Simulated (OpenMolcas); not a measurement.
Tc5+ among 6 point charges of -1.7 e arranged as a tetragonal octahedron (D4h). The axial distance is 1.1 times the equatorial one, R.

| Quantity | Value |
| --- | --- |
| Program | OpenMolcas |
| Method | CASSCF |
| Basis | ANO-RCC-VTZP [7s6p4d2f1g] |
| Scalar Hamiltonian | DKH2, point nucleus |
| Active space | 2 electrons in 5 orbitals (4d) |
| State averaging | 2S+1 = 3 even, 10 roots; 2S+1 = 1 even, 15 roots |
| Spin-orbit coupling | state interaction with AMFI integrals over the reference wave functions |

All point charges move together. At R = 1.78 Å the first state of the same spin is 2143 cm-1, and at R = 2.14 Å it is 1018 cm-1.

**Question.** A third run gives 1441 cm-1. What distance was it run at?

**Answer.** With a power law R^-n the two known points give n = -ln(1018 / 2143) / ln(2.14 / 1.78) = 4.04. Then R = 1.78 × (2143 / 1441)^(1/4.04) = 1.964 Å. The run was at 1.97 Å, so the estimate is off by -0.006 Å.

Without dynamic correlation the repulsion within the d shell is too large (B by tens of per cent), so at a given field states of lower spin stand too high. Spin-orbit coupling mixes the spin-free states strongly: the lowest level takes only 64 % from its leading state, 3A2 (holds for R = 2.14). Point charges carry no covalency, so the field is a model and not that of real ligands. No measured value stands beside these numbers.
